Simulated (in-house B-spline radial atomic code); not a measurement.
Inner levels of osmium as electrons are removed. A shift is the extra binding of the orbital against the neutral atom ([Xe] 4f14 5d3/2(4) 5d5/2(2) 6s2). The density at the nucleus is averaged over the nuclear charge. Computed with a B-spline radial code for spherical atoms: Dirac-Hartree-Fock, jj configuration that fills j = l - 1/2 first, finite nuclei.

A number in brackets counts the electrons of a j subshell.

| ion | configuration | shift of 5d3/2 (eV) | shift of 5s1/2 (eV) | shift of 4d5/2 (eV) | radius of 5d3/2 (bohr) | radius of 5s1/2 (bohr) | radius of 4d5/2 (bohr) | Σ<r²> (bohr²) | change of density at nucleus (bohr⁻³) |
| --- | --- | --- | --- | --- | --- | --- | --- | --- | --- |
| Os | [Xe] 4f14 5d3/2(4) 5d5/2(2) 6s2 | 0 | 0 | 0 | 1.7275 | 1.0209 | 0.49362 | 67.958 | - |
| Os+ | [Xe] 4f14 5d3/2(4) 5d5/2(2) 6s1 | 7.8511 | 7.7979 | 7.8482 | 1.6905 | 1.0224 | 0.4936 | 52.885 | -65.92 |
| Os2+ | [Xe] 4f14 5d3/2(4) 5d5/2(2) | 16.757 | 16.715 | 16.883 | 1.6516 | 1.0233 | 0.49358 | 41.96 | -165.73 |
| Os3+ | [Xe] 4f14 5d3/2(4) 5d5/2(1) | 29.453 | 30.226 | 30.592 | 1.5756 | 1.0192 | 0.49365 | 36.623 | -148.36 |
| Os4+ | [Xe] 4f14 5d3/2(4) | 43.181 | 44.941 | 45.675 | 1.5133 | 1.0141 | 0.4937 | 32.336 | -124.58 |
| Os5+ | [Xe] 4f14 5d3/2(3) | 57.763 | 60.888 | 62.406 | 1.4592 | 1.0079 | 0.49363 | 28.838 | -91.71 |
| Os6+ | [Xe] 4f14 5d3/2(2) | 73.108 | 77.682 | 80.202 | 1.4129 | 1.0012 | 0.49352 | 25.801 | -53.14 |
| Os7+ | [Xe] 4f14 5d3/2(1) | 89.147 | 95.228 | 98.969 | 1.3723 | 0.99409 | 0.49336 | 23.111 | -9.21 |
